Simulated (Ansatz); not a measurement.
Molecule: difluoro(dihydroxy)silane, H₂SiO₂F₂ (charge 0, singlet). SMILES: O[Si](O)(F)F
Geometry: optimised at B3LYP-D3(BJ)/def2-TZVP (Ansatz, a quantum-chemistry and plane-wave program).

PBE/6-31G* beside other levels, property by property. Conventions: no spin-orbit coupling; each state is the SCF solution reached for its charge and spin; atomisation electronic, to ground-state atoms; 6-311+G** with 5d, 6d on Na to Ar in Ansatz; non-relativistic; six Cartesian d functions in 6-31G* and its kin unless marked 5d; UHF or UKS for open shells; valence correlation only; no dispersion term unless named. Basis-set limits of correlation are two-point, X^-3; Hartree-Fock from the larger set (for Q and 5 zeta extrapolated as (X+1)exp(-9√X)). First-principles rows: single points at B3LYP-D3(BJ) geometries (Ansatz), with unscaled harmonic terms from B3LYP/6-31G* (Ansatz) at its own minima, enthalpies of formation by atomisation with measured atoms. Levels can end on unlike triplets.

Coupled cluster (Ansatz) is a level with limits of its own, used here on species with T1 under 0.025 (0.045 for open shells) and stable references: (a) CCSD(T)/CBS(aug-cc-pV(T+d)Z,aug-cc-pV(Q+d)Z); (b) CCSD(T)/CBS(cc-pV(Q+d)Z,cc-pV(5+d)Z).

| property | PBE/6-31G* (Ansatz) | HF/6-31G* (Ansatz) | B3LYP/STO-3G (Ansatz) | B3LYP/6-311+G** (Ansatz) | to compare with |
|---|---|---|---|---|---|
| vertical triplet-singlet gap, E(triplet) - E(singlet) (eV) | 7.75 | 8.32 | 8.97 | 7.97 | 8.56 coupled cluster (a) |
| atomisation energy (kcal/mol) | 720.4 | 499.7 | 628.2 | 692.1 | 742.8 coupled cluster (b) |
| F-Si bond dissociation enthalpy at 298 K, to O[Si](O)F + F atom (kcal/mol) | 161.1 | 128.3 | 115.5 | 150.1 | 167.4 coupled cluster (b) |
| enthalpy of formation at 298 K (kcal/mol) | -336.4 | -115.7 | -244.2 | -308.1 | -358.8 coupled cluster (b) |
| proton affinity at O (heteroatom site), enthalpy at 298 K, to O[Si]([OH2+])(F)F (kcal/mol) | 170.6 | 168.3 | 254.3 | 166.0 | 166.4 coupled cluster (b) |

As the rows show:
- vertical triplet-singlet gap, E(triplet) - E(singlet): PBE/6-31G* lies 0.81 eV below coupled cluster.
- atomisation energy: PBE/6-31G* lies 22.4 kcal/mol below coupled cluster.
- F-Si bond dissociation enthalpy at 298 K, to O[Si](O)F + F atom: PBE/6-31G* lies 6.3 kcal/mol below coupled cluster.
- enthalpy of formation at 298 K: PBE/6-31G* lies 22.4 kcal/mol above coupled cluster.
- proton affinity at O (heteroatom site), enthalpy at 298 K, to O[Si]([OH2+])(F)F: PBE/6-31G* lies 4.2 kcal/mol above coupled cluster.

The properties are those with a value to compare with, at most eight drawn at random. No case is left out for the size of its miss. Left out are saddle points of the reference geometry, anions that the best level run finds unbound, excited spin states, species near biochemistry, 298 K rows of species without real B3LYP wavenumbers, cases with under five habitual levels, runs that failed or that the program found above a lower state of the same kind, table entries that another table contradicts, and a share of species set aside by lot.
